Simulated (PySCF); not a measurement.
**J couplings in C$_{3}$H$_{6}$Se**

Geometry:
```json
{"atom": "C1", "x (Å)": "-1.341", "y (Å)": "-1.042", "z (Å)": "0.111"}
{"atom": "C2", "x (Å)": "-0.442", "y (Å)": "-0.172", "z (Å)": "0.577"}
{"atom": "C3", "x (Å)": "0.238", "y (Å)": "0.856", "z (Å)": "-0.255"}
{"atom": "Se4", "x (Å)": "2.187", "y (Å)": "0.591", "z (Å)": "-0.332"}
{"atom": "H5", "x (Å)": "-1.644", "y (Å)": "-1.042", "z (Å)": "-0.941"}
{"atom": "H6", "x (Å)": "-1.807", "y (Å)": "-1.784", "z (Å)": "0.764"}
{"atom": "H7", "x (Å)": "-0.151", "y (Å)": "-0.205", "z (Å)": "1.633"}
{"atom": "H8", "x (Å)": "0.141", "y (Å)": "1.861", "z (Å)": "0.185"}
{"atom": "H9", "x (Å)": "-0.160", "y (Å)": "0.890", "z (Å)": "-1.278"}
{"atom": "H10", "x (Å)": "2.092", "y (Å)": "-0.766", "z (Å)": "-0.894"}
```

Method: B3LYP/pcJ-1 (pcSseg-1 on Se) (without the spin–dipole term)//PBE0-D3(BJ)/def2-SVP, PySCF 2.14.0 with density-fitted response routines; isolated molecule, single conformer, non-relativistic. Couplings are averaged over pairs made equivalent by symmetry, fast rotation or ring inversion, so a value needn't be that of the named pair in this geometry, while other rotamers aren't included; one pair stands for each set, and the list holds those of at least 1.5 Hz over up to four bonds.

Isotopes: 13C, 1H.

```
   pair  bonds  J (Hz)
 C1, C2      1    76.4
 C1, H5      1   164.3
 C1, H6      1       ?
 C2, C3      1       ?
 C2, H7      1   165.9
 C3, H8      1   149.3
 C1, H7      2     1.6
 C2, H5      2    -1.8
 C2, H8      2    -3.9
 C3, H7      2     5.5
 H5, H6      2       ?
 H8, H9      2   -13.0
 C1, H8      3     7.2
C2, H10      3       ?
 C3, H5      3       ?
 C3, H6      3    15.6
 H5, H7      3    18.1
 H6, H7      3       ?
 H7, H8      3     9.4
H8, H10      3     8.1
```

Estimate the withheld couplings, with signs.

Answers


- 1J(C1,H6) = 170.3 Hz (bond length 1.093 Å, sp2 carbon)
- 1J(C2,C3) = 47.1 Hz (bond length 1.487 Å)
- 2J(H5,H6) = 1.9 Hz (angle at C1 117°)
- 3J(C2,H10) = 1.9 Hz (dihedral angle 58°)
- 3J(C3,H5) = 9.5 Hz (dihedral angle 1°)
- 3J(H6,H7) = 11.2 Hz (dihedral angle 1°)

Relativistic effects of the heavier atoms present are left out.
